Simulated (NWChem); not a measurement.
System: CH2ClF; SMILES FCCl

Here is an NWChem input.

```
start job
memory heap 200 mb stack 900 mb global 1100 mb
geometry units angstroms noautoz
  F      0.389191     1.505790     0.000000
  C     -0.571544     0.565043     0.000000
  Cl     0.131186    -1.062862     0.000000
  H     -1.185066     0.659826     0.907841
  H     -1.185066     0.659826    -0.907841
end
basis spherical
  * library def2-tzvpd
end
dft
  xc xcamb88 1.00 lyp 0.81 vwn_5 0.19 hfexch 1.00
  cam 0.33 cam_alpha 0.19 cam_beta 0.46
  iterations 150
  mulliken
end
task dft energy
```

NWChem printed, in part:

```
             Northwest Computational Chemistry Package (NWChem) 7.3.0
             --------------------------------------------------------

 CS  symmetry detected

                             Geometry "geometry" -> ""
                             -------------------------

 Output coordinates in angstroms (scale by  1.889725989 to convert to a.u.)

  No.       Tag          Charge          X              Y              Z
 ---- ---------------- ---------- -------------- -------------- --------------
    1 F                    9.0000     0.37509751     1.50419626     0.00000000
    2 C                    6.0000    -0.57553147     0.55323822     0.00000000
    3 Cl                  17.0000     0.14455138    -1.06706572     0.00000000
    4 H                    1.0000    -1.19003113     0.64146078     0.90784100
    5 H                    1.0000    -1.19003113     0.64146078    -0.90784100

 Effective nuclear repulsion energy (a.u.)     101.5275868794

      Symmetry information
      --------------------

 Group name             Cs
 Group number              2
 Group order               2
 No. of unique centers     4

                                 NWChem DFT Module
                                 -----------------

 Summary of "ao basis" -> "ao basis" (spherical)
 ------------------------------------------------------------------------------
       Tag                 Description            Shells   Functions and Types
 ---------------- ------------------------------  ------  ---------------------
 F                         def2-tzvpd               14       40   6s4p3d1f
 C                         def2-tzvpd               13       37   6s3p3d1f
 Cl                        def2-tzvpd               16       46   6s6p3d1f
 H                         def2-tzvpd                5        9   3s2p

      Symmetry analysis of basis
      --------------------------

        a'         92
        a"         49

            General Information
            -------------------
          SCF calculation type: DFT
          Wavefunction type:  closed shell.
          No. of atoms     :     5
          No. of electrons :    34
           Alpha electrons :    17
            Beta electrons :    17
          Charge           :     0
          Spin multiplicity:     1
          Use of symmetry is: on ; symmetry adaption is: on
          Maximum number of iterations: 150
          AO basis - number of functions:   141
                     number of shells:    53
          Convergence on energy requested:  1.00D-06
          Convergence on density requested:  1.00D-05
          Convergence on gradient requested:  5.00D-04

              XC Information
              --------------
                     Hartree-Fock (Exact) Exchange  1.000
                   CAM-Becke88 Exchange Functional  1.000
                      VWN V Correlation Functional  0.190 local
              Lee-Yang-Parr Correlation Functional  0.810

           Range-Separation Parameters
           ---------------------------
           Alpha           :  0.19
           Beta            :  0.46
           Gamma           :  0.33
           Short-Range HF  :     F

             Grid Information
             ----------------
          Grid used for XC integration:  medium
          Radial quadrature: Mura-Knowles
          Angular quadrature: Lebedev.
          Tag              B.-S. Rad. Rad. Pts. Rad. Cut. Ang. Pts.
          ---              ---------- --------- --------- ---------
          F                   0.50       49          12.0       434
          C                   0.70       49          11.0       434
          Cl                  1.00       88          11.0       590
          H                   0.35       45          11.0       434
          Grid pruning is: on
          Number of quadrature shells:   231
          Spatial weights used:  Erf1

      Superposition of Atomic Density Guess
      -------------------------------------

 Sum of atomic energies:        -597.56711573

      Non-variational initial energy
      ------------------------------

 Total energy =    -598.437998
 1-e energy   =   -1027.488941
 2-e energy   =     327.523356
 HOMO         =      -0.362623
 LUMO         =       0.048346

      Symmetry analysis of molecular orbitals - initial
      -------------------------------------------------

  Numbering of irreducible representations:

     1 a'          2 a"

  Orbital symmetries:

     1 a'          2 a'          3 a'          4 a'          5 a'
     6 a"          7 a'          8 a'          9 a'         10 a'
    11 a'         12 a"         13 a'         14 a"         15 a'
    16 a'         17 a"         18 a'         19 a'         20 a'
    21 a"         22 a'         23 a'         24 a"         25 a'
    26 a'         27 a"

     ---------------------------------------------
      Total Density - Mulliken Population Analysis
     ---------------------------------------------

    Atom       Charge   Shell Charges
 -----------   ------   -------------------------------------------------------
    1 F    9     9.38   0.77  1.20  0.61  1.00  0.31 -0.00  2.33  2.31  0.82  0.01  0.00  0.01  0.01  0.00
    2 C    6     5.47   0.85  1.12  0.51  0.65 -0.00  0.01  0.92  1.06  0.19  0.03  0.11 -0.01  0.01
    3 Cl  17    17.38   2.01  0.45  1.52  1.10  0.87  0.02  4.19  1.69  1.11  2.89  1.47  0.03  0.01  0.02  0.00  0.00
    4 H    1     0.89   0.25  0.47  0.13  0.02  0.03
    5 H    1     0.89   0.25  0.47  0.13  0.02  0.03

   convergence    iter        energy       DeltaE   RMS-Dens  Diis-err
 ---------------- ----- ----------------- --------- --------- ---------
 d= 0,ls=0.0,diis     1   -599.3009849830 -7.01D+02  5.40D-03  1.27D+00
 d= 0,ls=0.0,diis     2   -599.3046637566 -3.68D-03  2.72D-03  9.27D-01
 d= 0,ls=0.0,diis     3   -599.3829916168 -7.83D-02  6.04D-04  6.73D-02
 d= 0,ls=0.0,diis     4   -599.3879180816 -4.93D-03  1.76D-04  4.38D-03
 d= 0,ls=0.0,diis     5   -599.3882534281 -3.35D-04  5.52D-05  1.57D-04
  Resetting Diis
 d= 0,ls=0.0,diis     6   -599.3882700087 -1.66D-05  1.73D-05  8.83D-06
 d= 0,ls=0.0,diis     7   -599.3882711397 -1.13D-06  4.63D-06  3.83D-07
 d= 0,ls=0.0,diis     8   -599.3882711876 -4.79D-08  1.53D-06  2.59D-07

         Total DFT energy =     -599.388271187577
      One electron energy =    -1028.977741958608
           Coulomb energy =      372.912646590282
    Exchange-Corr. energy =      -44.850762698639
 Nuclear repulsion energy =      101.527586879387

 Numeric. integr. density =       33.999998564908

                  Occupations of the irreducible representations
                  ----------------------------------------------

                     irrep           alpha         beta
                     --------     --------     --------
                     a'               13.0         13.0
                     a"                4.0          4.0

                       DFT Final Molecular Orbital Analysis
                       ------------------------------------

 Vector   15  Occ=2.000000D+00  E=-4.525191D-01  Symmetry=a'
              MO Center=  1.5D-02,  3.3D-01, -1.5D-16, r^2= 2.4D+00
   Bfn.  Coefficient  Atom+Function         Bfn.  Coefficient  Atom+Function
  ----- ------------  ---------------      ----- ------------  ---------------
    94      0.305893  3 Cl py                 7     -0.250404  1 F  px
    45     -0.238940  2 C  s                  8      0.236988  1 F  py
    10     -0.200991  1 F  px                11      0.189760  1 F  py
    97      0.165545  3 Cl py                91      0.147677  3 Cl py
    47      0.145225  2 C  px                93     -0.144566  3 Cl px

 Vector   16  Occ=2.000000D+00  E=-3.968870D-01  Symmetry=a'
              MO Center=  1.1D-01, -9.3D-01,  1.4D-15, r^2= 1.5D+00
   Bfn.  Coefficient  Atom+Function         Bfn.  Coefficient  Atom+Function
  ----- ------------  ---------------      ----- ------------  ---------------
    93      0.485853  3 Cl px                96      0.312289  3 Cl px
    90      0.237064  3 Cl px                94      0.215476  3 Cl py
    84     -0.190496  3 Cl px                97      0.136260  3 Cl py
     8      0.108050  1 F  py                91      0.104778  3 Cl py
    11      0.088321  1 F  py                87     -0.087355  3 Cl px

 Vector   17  Occ=2.000000D+00  E=-3.786976D-01  Symmetry=a"
              MO Center= -2.6D-02, -7.1D-01,  2.6D-16, r^2= 1.9D+00
   Bfn.  Coefficient  Atom+Function         Bfn.  Coefficient  Atom+Function
  ----- ------------  ---------------      ----- ------------  ---------------
    95      0.496634  3 Cl pz                98      0.340352  3 Cl pz
    92      0.244614  3 Cl pz                86     -0.194956  3 Cl pz
    49     -0.140898  2 C  pz               125     -0.125504  4 H  s
   134      0.125504  5 H  s                 55     -0.103459  2 C  pz
     9      0.098338  1 F  pz                89     -0.089500  3 Cl pz

 Vector   18  Occ=0.000000D+00  E= 2.720546D-02  Symmetry=a'
              MO Center= -1.2D+00,  7.0D-01,  4.8D-16, r^2= 7.6D+00
   Bfn.  Coefficient  Atom+Function         Bfn.  Coefficient  Atom+Function
  ----- ------------  ---------------      ----- ------------  ---------------
    45      2.941033  2 C  s                 46      2.622293  2 C  s
   126     -1.661189  4 H  s                135     -1.661189  5 H  s
     6     -1.503467  1 F  s                 83     -0.518371  3 Cl s
    54      0.423657  2 C  py               132      0.421556  4 H  pz
   141     -0.421556  5 H  pz                44     -0.369325  2 C  s

[...]
```

Level: CAM-B3LYP/def2-TZVPD. Geometry: optimised at PBE0/def2-SVP.
